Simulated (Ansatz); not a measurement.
Problem. Name a neutral molecule of C, Cl, N, Ta and H with HOMO–LUMO gap (B3LYP/def2-TZVPP) between 5.50 and 5.80 eV and HOMO–LUMO gap (PBE/def2-TZVPP) between 3.90 and 4.20 eV (Ansatz, PBE0-D4/def2-TZVP geometry).

Solution. `[CH3][Ta](=[NH])([Cl])[Cl]` (5.72 eV, 4.02 eV). Other molecules can fit too; these were computed, each in one conformer that needn't be the lowest.

B3LYP here is the variant with VWN-RPA as its local correlation; programs differ in this.
